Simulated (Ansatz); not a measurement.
One change: `[F][Hf]([F])([Cl])[Br]` becomes `[NH2][Hf]([F])([Cl])[Br]`.

Ansatz, PBE0-D4/def2-TZVP geometries, multiplicity 1. Each molecule was computed in one conformer, which needn't be the lowest.

Elements past krypton have def2 core potentials. Scalar relativity is left out up to krypton.

```csv
property,`[F][Hf]([F])([Cl])[Br]`
size of the dipole moment (B3LYP/def2-TZVPP) / D,0.13
LUMO energy (B3LYP/def2-TZVPP) / eV,-1.95
LUMO energy (PBE/def2-TZVPP) / eV,-2.54
"ideal-gas entropy at 298 K and 1 bar (rigid rotor, harmonic PBE0-D4/def2-TZVP) / J/(mol·K)",384
HOMO energy (B3LYP/def2-TZVPP) / eV,-8.97
HOMO–LUMO gap (B3LYP/def2-TZVPP) / eV,7.03
```

Task: Give the same properties after the change, and the shifts. (Estimate.)

Result: Computed: 
```json
{"property": "size of the dipole moment (B3LYP/def2-TZVPP) / D", "`[NH2][Hf]([F])([Cl])[Br]`": "2.75", "shift": "2.62"}
{"property": "LUMO energy (B3LYP/def2-TZVPP) / eV", "`[NH2][Hf]([F])([Cl])[Br]`": "-1.57", "shift": "0.38"}
{"property": "LUMO energy (PBE/def2-TZVPP) / eV", "`[NH2][Hf]([F])([Cl])[Br]`": "-2.22", "shift": "0.32"}
{"property": "ideal-gas entropy at 298 K and 1 bar (rigid rotor, harmonic PBE0-D4/def2-TZVP) / J/(mol·K)", "`[NH2][Hf]([F])([Cl])[Br]`": "404", "shift": "20"}
{"property": "HOMO energy (B3LYP/def2-TZVPP) / eV", "`[NH2][Hf]([F])([Cl])[Br]`": "-7.95", "shift": "1.02"}
{"property": "HOMO–LUMO gap (B3LYP/def2-TZVPP) / eV", "`[NH2][Hf]([F])([Cl])[Br]`": "6.37", "shift": "-0.66"}
```

With PBE0 the HOMO rises by 1.04 eV and the LUMO rises by 0.38 eV, so the gap narrows by about 0.66 eV. PBE moves the HOMO by 1.09 eV and ωB97M-V by 0.98 eV. The zero-point energy changes by 58.9 kJ/mol with +6 modes. Dipoles are sizes alone; their direction can turn.

B3LYP here is the variant with VWN-RPA as its local correlation; programs differ in this.

Spin–orbit coupling is left out; it splits and shifts lone-pair levels of the heavy atoms by tenths of an eV.
